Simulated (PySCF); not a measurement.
Coordinates in bohr (charge 0 multiplicity 1):
```
Sb   -1.8470    0.0000   -1.5842
O    -4.4907    0.0000    0.5413
I     2.3276    0.0000    1.4419
```

Method: PBE0/[Sb def2-TZVP with ECP28, O def2-TZVP, I def2-TZVP with ECP28], scalar-relativistic core potentials, density fitting, no spin–orbit coupling, PySCF.

This geometry of SbOI is a stationary point at this level.

Problem. What is the point group?

Solution. Cs.

Problem. Is it a minimum?

Solution. Yes: all harmonic wavenumbers are real.

Problem. List the harmonic modes with their infrared intensities.

Solution. 
```
symmetry  ω (cm⁻¹)  IR (km/mol)     type
      a'       153          1.8     bend
      a'       209         45.0    mixed
      a'       896         80.8  stretch
```

Problem. Give the ideal-gas entropy at 298.15 K and 1 bar by parts.

Solution. translation 178.4, rotation 116.1, vibration 20.2, spin 0.0; total 314.7 J/(mol K).

Only a few start shapes were tried, so a lower isomer may exist.
